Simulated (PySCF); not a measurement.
**[Mo(=O)(Cl)4] (charge 0, multiplicity 1)**

All values below come from PySCF with TPSSh-D3(BJ)/def2-TZVP // TPSS-D3(BJ)/def2-SVP.

| Property | Result |
|---|---|
| HOMO | -8.27 eV |
| dipole moment | 0.29 D |
| HOMO–LUMO gap | 2.20 eV |
| LUMO | -6.07 eV |
| charge on the central atom (Mulliken) | 1.23 e |
| total energy | -54003.79 eV |
| cost | roughly 7 core-minutes |

Bond lengths (Å): Mo1–O2 1.664, Mo1–Cl3 2.311, Mo1–Cl4 2.311, Mo1–Cl5 2.310, Mo1–Cl6 2.311. Bond angles (°): O2–Mo1–Cl3 103.6, O2–Mo1–Cl4 103.4, O2–Mo1–Cl5 103.5, O2–Mo1–Cl6 103.6, Cl3–Mo1–Cl4 86.9, Cl3–Mo1–Cl5 86.8, Cl3–Mo1–Cl6 152.8, Cl4–Mo1–Cl5 153.1, Cl4–Mo1–Cl6 86.9, Cl5–Mo1–Cl6 86.9.
Charge 0, spin multiplicity 1.
